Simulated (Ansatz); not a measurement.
Geometry optimisation, DFT PBE, scalar-relativistic, plane waves, PAW (Ansatz 0.2.0).

input.yaml

```yaml
crystal:
  lattice:
    - [5.4, 0.0, 0.0]
    - [2.7, 4.676537, 0.0]
    - [0.0, 0.0, 17.2768]
  atoms:
    - { symbol: Ru, position: [0.0, 0.0, 0.0578811] }
    - { symbol: Ru, position: [0.5, 0.0, 0.0578811] }
    - { symbol: Ru, position: [0.0, 0.5, 0.0578811] }
    - { symbol: Ru, position: [0.5, 0.5, 0.0578811] }
    - { symbol: Ru, position: [-0.1666667, 0.3333333, 0.181654] }
    - { symbol: Ru, position: [0.3333333, 0.3333333, 0.181654] }
    - { symbol: Ru, position: [-0.1666667, 0.8333333, 0.181654] }
    - { symbol: Ru, position: [0.3333333, 0.8333333, 0.181654] }
    - { symbol: Ru, position: [0.0, 0.0, 0.3054269] }
    - { symbol: Ru, position: [0.5, 0.0, 0.3054269] }
    - { symbol: Ru, position: [0.0, 0.5, 0.3054269] }
    - { symbol: Ru, position: [0.5, 0.5, 0.3054269] }
    - { symbol: Cl, position: [0.7513356, 0.5092919, 0.4316077] }
basis:
  ecutwfc: 420.0
kpoints:
  mp_grid: { grid: [4, 4, 1] }
hamiltonian:
  xc: pbe
  pseudopotentials: { kind: paw, azcp: { folder: soft_1 } }
scf:
  occupations: { method: gaussian, width: 0.1 }
  lower_state_search: "off"
relax:
  f_tol: 0.03
  max_steps: 60
  adjacent_minimum: "off"
  constraints: [{ sites: [0, 1, 2, 3] }]
```

Launched with:

```bash
$ ansatz run input.yaml --threads 4 --pin off --max-ram 10240MiB --backend cpu --events-out ev --progress --plain --runs-dir out
```

**Question.** Where does it end, and by what steps?

**Answer.** The forces met the threshold. The force dipped under the threshold on the way, but the program's further checks kept it going. Limits of this set-up: coarse k mesh, thin slab, slab without dipole correction, odd electron count without spin, a typed lattice constant that wasn't relaxed here. After 7 steps the energy has fallen by 0.443 eV; Cl13 moved furthest, 0.81 Å.

```tsv
step	energy less start (eV)	largest force component (eV/Å)	accepted
0	0.0000	1.038	yes
1	-0.2620	0.533	yes
2	-0.2946	0.135	yes
3	-0.3322	0.241	yes
4	-0.3871	0.283	yes
5	-0.4337	0.155	yes
6	-0.4435	0.021	yes
7	-0.4435	0.020	yes
```

```xyz
13
Lattice="5.4000 0.0000 0.0000 2.7000 4.6765 0.0000 0.0000 0.0000 17.2768" Properties=species:S:1:pos:R:3
Ru 0.000 0.000 1.000
Ru 2.700 0.000 1.000
Ru 1.350 2.338 1.000
Ru 4.050 2.338 1.000
Ru 0.000 1.554 3.075
Ru 2.700 1.560 3.102
Ru 1.354 3.900 3.074
Ru 4.046 3.900 3.074
Ru 0.000 -0.001 5.137
Ru 2.700 -0.015 5.155
Ru 1.336 2.346 5.156
Ru 4.064 2.346 5.156
Cl 5.401 3.114 7.120
```

Whether the end is a true minimum wasn't checked by a vibrational analysis.

Time of the run: 78 s on 4 threads of Arm Neoverse V1 (shared host), peak memory 1.3 GiB.
